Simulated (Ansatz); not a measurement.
Geometry optimisation, Ansatz 0.2.0, RHF/def2-SVP.

input.yaml

```yaml
crystal:
  periodic: [false, false, false]
  atoms:
    - { symbol: "N", position_ang: [1.6078, -1.5485, 0.5742] }
    - { symbol: C, position_ang: [0.8546, -0.3868, 0.0574] }
    - { symbol: O, position_ang: [1.7218, 0.6775, 0.0548] }
    - { symbol: "N", position_ang: [-0.1413, -0.1603, 0.9824] }
    - { symbol: C, position_ang: [-1.0742, 0.9292, 0.4777] }
    - { symbol: Si, position_ang: [-1.3261, 0.7276, -1.3561] }
    - { symbol: S, position_ang: [0.2792, -0.7173, -1.5817] }
    - { symbol: H, position_ang: [2.50133, -1.12253, 0.77666] }
    - { symbol: H, position_ang: [1.73002, -2.12084, -0.22256] }
    - { symbol: H, position_ang: [2.5769, 0.2239, -0.1618] }
    - { symbol: H, position_ang: [-0.7757, -1.0249, 1.0043] }
    - { symbol: H, position_ang: [-2.011, 0.9319, 1.0481] }
    - { symbol: H, position_ang: [-0.6404, 1.923, 0.6879] }
    - { symbol: H, position_ang: [-2.6479, 0.0675, -1.6506] }
    - { symbol: H, position_ang: [-1.0787, 1.9251, -2.147] }
basis:
  gaussian: { orbitals: def2-SVP }
hamiltonian:
  xc: hf
relax:
  f_tol: 0.015
  max_steps: 40
```

Launched with:

```bash
$ ansatz run input.yaml --threads 2 --pin off --max-ram 3072MiB --backend cpu --events-out ev --progress --plain --runs-dir out
```

Question: Where does it end, and by what steps?

Answer: The forces met the threshold. After 14 steps the energy has fallen by 1.357 eV; H10 moved furthest, 0.84 Å.

```csv
step,energy less start (eV),largest force component (eV/Å),accepted
0,0.0000,5.515,yes
1,-0.9078,1.547,yes
2,-1.1784,1.050,yes
3,-1.2651,0.538,yes
4,-1.3040,0.488,yes
5,-1.3363,0.483,yes
6,-1.3446,0.159,yes
7,-1.3513,0.177,yes
8,-1.3549,0.122,yes
9,-1.3564,0.042,yes
10,-1.3567,0.030,yes
11,-1.3569,0.016,yes
12,-1.3571,0.030,yes
13,-1.3571,0.043,yes
14,-1.3572,0.005,yes
```

```xyz
15
Properties=species:S:1:pos:R:3
N 1.557 -1.654 0.501
C 0.900 -0.469 0.076
O 1.705 0.654 -0.001
N -0.143 -0.160 0.978
C -1.025 0.906 0.526
Si -1.278 0.730 -1.374
S 0.206 -0.799 -1.675
H 2.057 -1.466 1.353
H 2.198 -2.004 -0.186
H 2.213 0.632 -0.797
H -0.640 -1.000 1.199
H -1.964 0.850 1.076
H -0.581 1.876 0.749
H -2.617 0.242 -1.771
H -1.012 1.985 -2.110
```

The run took 26 s on 2 threads of AMD EPYC 9R45 96-Core Processor (Zen 5), with other jobs on the host, peak memory 0.45 GiB.
